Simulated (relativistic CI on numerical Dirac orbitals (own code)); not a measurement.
## Crystal-field levels of Rh⁷⁺, 4d2

Calculated by Dirac-Coulomb-Breit CI, orbitals from a KLI potential per configuration, model QED (radiative potential, 1s self-energy scaled to tabulated hydrogen-like ionisation energies), one configuration in a parametric crystal field, unscaled Slater integrals (own radial code). With so little scaling, terms lie 10 to 35 % too far apart, which can change the order of excited levels.

Field parameters in Wybourne normalisation: Oh B⁴₀ = 21Dq, B⁴₄ = √(5/14) B⁴₀. The field is a parameter set, without covalency.

S is read from ⟨S²⟩ = S(S + 1).

Levels (cm⁻¹, degeneracy): 0 (2), 405 (3), 3316 (3), 4787 (1), 14083 (3), 14952 (1), 16591 (3), 16880 (2), 19068 (2), 19805 (3), 28637 (1), 30136 (3).

(1) Which field gives this pattern?
A. Oh, 10Dq = 15350 cm⁻¹
B. Oh, 10Dq = 22150 cm⁻¹
C. Oh, 10Dq = 42600 cm⁻¹
D. Oh, 10Dq = 35800 cm⁻¹

Answers

(1) A. Oh, 10Dq = 15350 cm⁻¹, ground level with S = 0.99.
